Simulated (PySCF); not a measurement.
**A ladder of Hamiltonians for Nb²⁷⁺ (niobium, charge +27)**

Occupied: 1s1/2, 2s1/2, 2p1/2, 2p3/2, 3s1/2, 3p1/2. Hartree-Fock calculated with PySCF 2.14 in an uncontracted even-tempered set (21 s from 1.7 bohr⁻², ratio 2.3; 15 p from 2.1 bohr⁻², ratio 2.3), Gaussian nucleus throughout. NR is non-relativistic, sf-X2C the spin-free one-electron X2C Hamiltonian, X2C adds the bare one-electron spin-orbit term, X2C-SNSO screens it by Boettger's factors, DC is four-component Dirac-Coulomb, and the Gaunt and Breit terms are added at first order (total energies over the DC spinors, levels after relaxing the spinors in that mean field). QED terms are absent. Levels marked empty are virtual spinors of this ion; the basis has s and p functions only, so 3d, which can lie below the n = 4 levels, is absent.

| Hamiltonian | E (hartree) | E − E(DC) (hartree) | CPU seconds |
| --- | --- | --- | --- |
| X2C | -3306.6707 | 0.6385 | 0.49 |
| X2C-SNSO | -3306.5719 | 0.7373 | 0.48 |
| DC | -3307.3092 | 0.0000 | 17 |
| DC+Gaunt | -3305.0545 | 2.2547 | 29 |
| DC+Breit | -3305.2569 | 2.0523 | 85 |

**Question.** Give the 2p spin-orbit interval with each Hamiltonian that has one.

**Answer.** X2C 111.9; X2C-SNSO 106.6; DC 106.0; DC+Gaunt 104.3; DC+Breit 104.3 (eV).

| level (eV) | X2C | X2C-SNSO | DC | DC+Gaunt | DC+Breit |
| --- | --- | --- | --- | --- | --- |
| 1s1/2 | -20417.0 | -20417.2 | -20430.1 | -20394.4 | -20396.7 |
| 2s1/2 | -4014.8 | -4014.9 | -4016.3 | -4013.0 | -4013.2 |
| 2p1/2 | -3799.1 | -3795.5 | -3795.9 | -3790.2 | -3790.8 |
| 2p3/2 | -3687.2 | -3688.8 | -3689.9 | -3685.9 | -3686.5 |
| 3s1/2 | -1506.3 | -1506.3 | -1506.6 | -1505.9 | -1505.9 |
| 3p1/2 | -1436.5 | -1435.7 | -1435.8 | -1434.5 | -1434.7 |
| 3p3/2 (empty) | -1353.9 | -1354.3 | -1354.5 | -1353.7 | -1353.9 |
| 4s1/2 (empty) | -749.03 | -749.04 | -749.15 | -748.88 | -748.91 |

Weight of the small component: 1s1/2 0.0223, 2s1/2 0.00472, 2p1/2 0.00467, 2p3/2 0.00452, 3s1/2 0.00165, 3p1/2 0.00161, 3p3/2 0.00155, 4s1/2 0.000777.

Koopmans' value for the highest occupied level at DC+Breit: 1434.7 eV, against an ionisation energy of 1439 ± 3 eV (semi-empirical (NIST evaluation); NIST Atomic Spectra Database, ionization energies); the former lacks relaxation, correlation, QED and recoil.

The whole ladder took 140 s of wall time on 1 thread of Neoverse-V1 (shared host), launched as `OMP_NUM_THREADS=1 python relrun2.py TASK.json OUT` (a driver that calls PySCF for each Hamiltonian).

Dirac-Coulomb iterations, started from the X2C spinors:

```
with_ssss True, with_gaunt False, with_breit False
light speed = 137.03599967994
init E= -3301.5740092048
cycle= 1 E= -3307.30904769902  delta_E= -5.74  |g|= 0.577  |ddm|= 0.0548
cycle= 2 E= -3307.30920416837  delta_E= -0.000156  |g|= 0.01  |ddm|= 0.00624
cycle= 3 E= -3307.30920464124  delta_E= -4.73e-07  |g|= 0.000576  |ddm|= 0.000516
cycle= 4 E= -3307.30920464288  delta_E= -1.65e-09  |g|= 2.78e-06  |ddm|= 2.48e-05
```
